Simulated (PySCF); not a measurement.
# KS and its ions

UHF-CCSD(T); PySCF, no relativity, basis sets K 6-31G(d,p), S 6-31G(d,p). Neutral (UHF): doublet (π ↑), Re = 2.878 Å, ωe = 240 cm⁻¹, De = 2.06 eV.

KS⁺ (UHF): triplet (π ↑↑), Re = 3.472 Å, ωe = 97.5 cm⁻¹, De = 0.31 eV to K⁺ + S. The energies at the minima are -996.90076 hartree for KS and -996.68426 for KS⁺.

(1) Work out the adiabatic ionisation energy, without and with harmonic zero-point energies (1 hartree = 27.2114 eV, 1 eV = 8065.5 cm⁻¹), and the change of the bond length.

Correlated steps freeze 10 core orbitals. Weak bonds: KS⁺. Basis-set superposition, not corrected here, can be much of De in a small basis, most of all at correlated wavefunction levels. For an ion De counts to the pair picked by the measured ionisation energies or electron affinities, which need not be the lowest pair at this level. States were picked by a PBE0 search and need not be the measured ground states.

Answers

(1) At UHF-CCSD(T): 0.21650 hartree = 5.891 eV between the minima; the zero-point term (97.5 − 240.0)/2 cm⁻¹ = -0.009 eV makes it 5.882 eV. Re changes by +59.4 pm against the neutral. The electron leaves a π orbital, and the ion is left as a loose complex of an ion and an atom.
